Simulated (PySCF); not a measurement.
A computed series [M(SH)2]+

Computed with PySCF 2.14.0, PBE0, def2-SVP on the ligands, density fitting, scalar-relativistic core potentials, no spin-orbit coupling, vacuum. Each member is relaxed from one template within its symmetry. Distances are means of the shortest metal–ligand contacts, charges and spins Mulliken's; removal energies are rigid, with the ligand's formal charge and no counterpoise, so too large; for an anion taken off a cation in vacuum most of it is the attraction of opposite charges, and multiply charged cations can part far more cheaply with an electron moved from ligand to metal. lcecp potentials hold a fixed number of 4f electrons in the core, out of states, spins and gaps.

```tsv
metal	basis on the metal	point group	M–SH (Å)	charge on M (e)	removal of one SH (eV)	strongest infrared band, degenerate modes summed (cm⁻¹)	unstable modes (below −25 cm⁻¹)
La	lcecp-1-SVP with ECP46	C2v	2.608	1.18	13.76	356	0
Pr	lcecp-1-SVP with ECP48	C2, nearly C2v	2.569	1.15	13.96	372	0
Sm	lcecp-1-SVP with ECP51	C2, nearly C2v	2.523	1.12	14.21	382	0
Tb	lcecp-1-SVP with ECP54	C2, nearly C2v	2.487	1.09	14.45	393	0
Lu	lcecp-1-SVP with ECP60	C2, nearly planar	2.427	1.04	14.89	415	0
Bi	def2-SVP with ECP60	C2v	2.455	0.85	16.20	2680	0
```

Q: A further member has point group C2, nearly C2v, M–SH (Å) 2.454, charge on M (e) 1.08, removal of one SH (eV) 14.68, strongest infrared band, degenerate modes summed (cm⁻¹) 401, unstable modes (below −25 cm⁻¹) 0. Which metal is it?

A: Er, lcecp-1-SVP with ECP57. Other answers can fit too; this one was computed.

From La to Lu the M–SH distance shrinks by 0.18 Å, the lanthanide contraction, and the energy to remove one SH rises by 1.13 eV.

One start shape was tried for each, so a minimum needn't be the lowest isomer.
